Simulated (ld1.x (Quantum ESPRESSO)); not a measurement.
## tantalum (Ta), PAW: configuration errors across variants

- Element: tantalum
- Generator: ld1.x (Quantum ESPRESSO) 7.5
- Type: PAW
- Functional: PBE
- Relativity: scalar-relativistic
- Frozen core: [Kr] 4d10
- Valence charge: 27
- Reference configuration: 4f14 5s2 5p6 5d3 6s1 6p0 (charge +1)
- Partial waves: 5s (bound): rcut 1.50, rcutus 1.70 bohr; 6s (bound): rcut 1.50, rcutus 1.70 bohr; 5p (bound): rcut 1.70, rcutus 1.95 bohr; 6p (bound, empty): rcut 1.70, rcutus 1.95 bohr; 5d (bound): rcut 2.15, rcutus 2.80 bohr; 5d channel at -0.3 Ry: rcut 2.15, rcutus 2.80 bohr; 4f (bound): rcut 0.55, rcutus 0.60 bohr; 4f channel at -0.55 Ry: rcut 0.55, rcutus 0.60 bohr
- Local potential: all-electron potential smoothed inside 1.85 bohr (lloc = -1)
- Core correction: Bessel-smoothed model core inside 0.45 bohr
- Augmentation charge: PSQ, inside the norm-conserving radii

All-electron excitation energies from the reference (eV): (1) 4f14 5s2 5p6 5d3 6s2 6p0 -8.467; (2) 4f14 5s2 5p6 5d3 6s0 6p0 14.972; (3) 4f14 5s2 5p6 5d2 6s0 6p0 38.576; (4) 4f14 5s1 5p6 5d3 6s2 6p0 70.733; (5) 4f14 5s2 5p6 5d3 6s0 6p1 5.079; (6) 4f14 5s2 5p6 5d3 6s1.5 6p0 -5.006; (7) 4f14 5s2 5p6 5d3.5 6s1.5 6p0 -7.479.

The overlap operator is not positive definite (basis up to 400 Ry) in “base”, “waves 5d (bound): rcut 2.14, rcutus 2.26 bohr; 5d channel at -0.3 Ry: rcut 2.14, rcutus 2.26 bohr”, “waves 5s (bound): rcut 1.50, rcutus 2.38 bohr; 6s (bound): rcut 1.50, rcutus 2.38 bohr”. Such files are unfit for use, however small their errors in these radial tests.

3 further variants failed, have other tests or too few solved ones, and are left out.

Errors AE − PS in meV (a dash: test not solved or not reliable):

| change | (1) | (2) | (3) | (4) | (5) | (6) | (7) | bound ghosts |
| --- | --- | --- | --- | --- | --- | --- | --- | --- |
| base | +2.9 | -3.6 | -1.2 | -42 | +2.2 | +1.8 | +1.2 | not determined (overlap not positive) |
| waves 5d (bound): rcut 2.14, rcutus 2.26 bohr; 5d channel at -0.3 Ry: rcut 2.14, rcutus 2.26 bohr | – | -3.6 | -8.6 | -33 | +1.7 | +1.8 | +1.0 | not determined (overlap not positive) |
| waves 5s (bound): rcut 1.50, rcutus 2.38 bohr; 6s (bound): rcut 1.50, rcutus 2.38 bohr | – | – | – | – | – | – | – | not determined (overlap not positive) |

Q: Give the same row for: waves 5p (bound): rcut 1.34, rcutus 1.42 bohr; 6p (bound): rcut 1.34, rcutus 1.42 bohr.

A: +3.3, -3.4, -3.5, -68, +0.7, +1.9, +1.2; bound ghosts: not determined (overlap not positive). Its overlap operator is not positive definite in a basis up to 400 Ry (lowest eigenvalue s -0.08), so the file is unfit for use: the generalised eigenproblem breaks down once the basis is large enough, and its test numbers describe a broken file.
